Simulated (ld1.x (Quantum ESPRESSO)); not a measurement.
**Logarithmic derivatives: lanthanum (La), TM**

- Element: lanthanum
- Generator: ld1.x (Quantum ESPRESSO) 7.5
- Type: norm-conserving Troullier–Martins (Kleinman–Bylander form)
- Functional: LDA (PZ)
- Relativity: fully relativistic
- Frozen core: [Kr] 4d10
- Valence charge: 11
- Reference configuration: 4f0 5s2 5p6 5d1 6s2 6p0
- Partial waves: 5s (bound): rc 2.10 bohr; 5d (bound): rc 2.45 bohr; 4f (bound, empty): rc 1.80 bohr; 5p (bound): rc 2.75 bohr
- Local potential: the p channel
- Core correction: Bessel-smoothed model core, default radius (core density twice the valence density)

Open shells are filled in proportion to 2j + 1 (rel_dist='average').

Occupied shells without a wave of their own: 6s. They enter only through the test configuration that unscreens the potential, and ld1.x also counts them in the model core charge.

The phase is arctan(r·u′/u) with u = r·R(r), unwrapped; energies in Ry, scanned from -5 to 5 Ry. A pole is an energy at which the radial function vanishes at the test radius. The pseudo phase is shifted by a multiple of π to meet the all-electron one at the reference energy, and phase errors are pseudo minus all-electron; the curves can meet again beyond the range given. Levels narrower than the energy grid can be missing from the lists of poles.

```
channel  radius (bohr)  reference energy (Ry)  poles, all-electron  poles, pseudo  unbroken range about the reference energy with phases within 0.05 rad  phase error 1 Ry above the reference energy (rad)
      s           3.01                  -2.87          -2.76, 2.97    -2.76, 3.50                                                              below 0.0                                             -0.001
   p1/2           3.01                  -1.78          -1.56, 3.98    -1.41, 3.23                                       not even at the reference energy                                             +0.026
   p3/2           3.01                  -1.59          -1.32, 4.29    -1.41, 3.23                                       not even at the reference energy                                             -0.030
   d3/2           3.01                  -0.24                 0.63           0.62                                                              below 2.3                                             -0.003
   d5/2           3.01                  -0.23                 0.68           0.67                                                              below 2.2                                             -0.004
   f5/2           3.01                  -0.35          -0.28, 3.27    -0.28, 3.66                                                              below 1.2                                             -0.001
   f7/2           3.01                  -0.33          -0.26, 3.29    -0.26, 3.68                                                              below 1.3                                             -0.002
```

A Bessel basis up to 400 Ry misses an occupied level by 0.96 Ry, so cutoffs and ghosts were not judged. The potential misses its own reference levels by up to 1.7 eV, so it is not fit for use. ld1.x takes every shell without a wave as core, so the model core holds the 6s electrons as well and exchange and correlation see them twice. This cancels in the reference configuration, but the file is broken for other ones, and its errors say nothing about a proper core correction.

Phases in the p1/2 channel:

```tsv
E (Ry)	all-electron	pseudo
-5.00	1.405	1.404
-4.48	1.391	1.391
-3.96	1.374	1.374
-3.44	1.349	1.349
-2.92	1.307	1.308
-2.40	1.195	1.213
-1.88	-0.776	0.321
-1.36	-1.663	-1.596
-0.84	-1.776	-1.748
-0.32	-1.872	-1.855
0.20	-2.024	-2.027
0.72	-2.416	-2.549
1.24	-3.566	-3.915
1.76	-4.279	-4.422
2.28	-4.499	-4.583
2.80	-4.599	-4.665
3.32	-4.659	-4.721
3.84	-4.702	-4.769
4.36	-4.738	-4.820
4.88	-4.771	-4.890
```
